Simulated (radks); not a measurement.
Values are calculated unless marked as measured or tabulated.
Q: Valence configurations of the fluorine ion F2+ (all share [He]). Code: a radial shooting solver on a logarithmic mesh with Libxc functionals. Model: non-relativistic Kohn-Sham, r2SCAN, spin-polarised, spherical densities, point nucleus; open shells are filled with parallel spins first; meta-GGA in the generalised Kohn-Sham scheme. Order these by energy: 2s1 2p4; 2s0.5 2p4.5; 2p5; 2s2 2p3; 2s1.5 2p3.5.

A: From the lowest, in eV above it: 2s2 2p3 0.000; 2s1.5 2p3.5 10.319; 2s1 2p4 20.308; 2s0.5 2p4.5 34.568; 2p5 47.091. NIST lists [He] 2s2 2p3 as the ground configuration; this level of theory agrees among the configurations tried. The energies are those of spherical high-spin densities, not of single terms.
